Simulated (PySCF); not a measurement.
# Energy of Zn²⁺ (zinc, charge +2) between two integer charges

The 3d beta orbital of [Ar] 3d10 is emptied in steps (occupation f), with all orbitals relaxed, ending at [Ar] 3d9. All numbers are calculated (PySCF 2.14, scalar relativity by spin-free X2C-1e, in aug-cc-pVTZ-DK). The exact energy is a straight line in f; departures are measured from the line between the end points of the same method.

| f | PBE0 (eV) | r2SCAN (eV) | LC-wPBE (eV) |
| --- | --- | --- | --- |
| 1 | 0.000 | 0.000 | 0.000 |
| 0.9 | -0.535 | -0.772 | -0.342 |
| 0.7 | -1.259 | -1.806 | -0.810 |
| 0.5 | -1.509 | -2.152 | -0.977 |
| 0.3 | -1.276 | -1.808 | -0.830 |
| 0.1 | -0.550 | -0.774 | -0.360 |
| 0 | 0.000 | 0.000 | 0.000 |

Problem. For LC-wPBE, how does the orbital energy at f = 1 compare with the removal energy?

Solution. −ε = 36.186 eV against a total-energy difference of 39.956 eV. By Janak's theorem ε = ∂E/∂f, so the gap between them reflects the curvature. Along the path −ε is 36.890 (f = 0.9), 38.356 (f = 0.7), 39.893 (f = 0.5), 41.489 (f = 0.3), 43.132 (f = 0.1) eV.

| method | E(f=0) − E(f=1) (eV) | −ε at f=1 (eV) | −ε at f=0.5 (eV) |
| --- | --- | --- | --- |
| PBE0 | 39.613 | 33.692 | 39.562 |
| r2SCAN | 39.586 | 31.027 | 39.581 |
| LC-wPBE | 39.956 | 36.186 | 39.893 |

Reference removal energy between the ground levels: 39.723 eV (measured; NIST Atomic Spectra Database, ionization energies). The calculation has no spin-orbit coupling.
